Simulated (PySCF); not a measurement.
Species: 4-picoline N-oxide, C6H7NO.
Bonds: C1–C2, C2–C3 (aromatic), C3–C4 (aromatic), C4–N5 (aromatic), N5–O6, N5–C7 (aromatic), C7–C8 (aromatic), C2–C8 (aromatic). Hydrogens: H9, H10, H11 on C1; H12 on C3; H13 on C4; H14 on C7; H15 on C8.

NICS = −σ at a ghost point: NICS(0) at the centroid of the ring atoms, NICS(1) 1 Å to either side along the normal of their mean plane, zz for the tensor component along that normal. Level: GIAO PBE0/pcSseg-1 (PySCF, non-relativistic, gas phase) on the GFN2-xTB geometry, one conformer.

Ring bond lengths (Å), with Mayer bond orders in brackets: C2–C3 1.392 (1.36), C3–C4 1.373 (1.45), C4–N5 1.354 (1.13), N5–C7 1.354 (1.13), C7–C8 1.373 (1.45), C8–C2 1.392 (1.36).

What do the NICS probes read (ppm)?

| ring | type | NICS(0) | NICS(1), two faces | NICS(1)zz, two faces | rms pucker (Å) | centre to ring atoms, mean (Å) |
| --- | --- | --- | --- | --- | --- | --- |
| C2–C3–C4–N5–C7–C8 | 6-membered ring with N; formal bonds all aromatic | -6.6 | -8.5 / -8.6 | -20.7 / -20.8 | 0.00 | 1.37 |

What can be read from them?

- C2–C3–C4–N5–C7–C8: mean NICS(1)zz -20.7 ppm, shielded, aromatic by this magnetic criterion (flat ring, no four-coordinate atom).

What does the geometric index give? Use HOMA with the parameters of Krygowski (1993).

- C2–C3–C4–N5–C7–C8: HOMA 0.97; the largest term is that of C7–C8, α(R − Ropt)² = 0.06. The geometric and the magnetic index point the same way.

What field does 7.05 T along the ring normal induce along that normal at the second NICS(1) probe listed for ring C2–C3–C4–N5–C7–C8, 1 Å off the ring?

NICSzz × B0 = -20.8 ppm × 7.05 T = -147 μT, against the applied field.
